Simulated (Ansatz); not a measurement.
Coupled-cluster diagnostics for PPPAs tetrahedron (AsP3), Ansatz.

Geometry of the singlet (r2SCAN-D4/def2-SVP):

```csv
atom,x (Å),y (Å),z (Å)
P1,0.4625,0.9056,-0.9155
P2,1.0300,-0.3185,0.8425
P3,-0.3684,-1.1342,-0.6709
As4,-1.1241,0.5470,0.7439
```

Correlated methods freeze 24 core orbitals; core or outer-core shells of As are correlated, in sets that lack core-valence functions.

Problem. Estimate the CCSD(T) correlation energy, the shares of MP2 and (T), T1 and the reference's ⟨S²⟩ for: charge 0, singlet, own geometry in def2-TZVPP; charge 1, doublet, vertical in def2-TZVPP; and the rough time on 4 threads of Arm Neoverse V1 on a shared host.

Solution. 
| state | basis | correlation (eV) | MP2 share (%) | (T) share (%) | T1 | ⟨S²⟩ (pure) | wall time |
| --- | --- | --- | --- | --- | --- | --- | --- |
| charge 0, singlet, own geometry | def2-TZVPP | -20.577 | 93.3 | 6.5 | 0.015 | 0.00 (0.00) | 27 s |
| charge 1, doublet, vertical | def2-TZVPP | -19.715 | 91.9 | 6.5 | 0.028 | 0.78 (0.75) | 2.3 min |
Customary marks for T1 are 0.02 (closed shells), 0.045 (open shells) and about 0.05 (3d metals). T1 exceeds 0.02 in 1 of 2 rows and 0.045 in 0; the higher it lies, the less the single-reference result can be trusted.
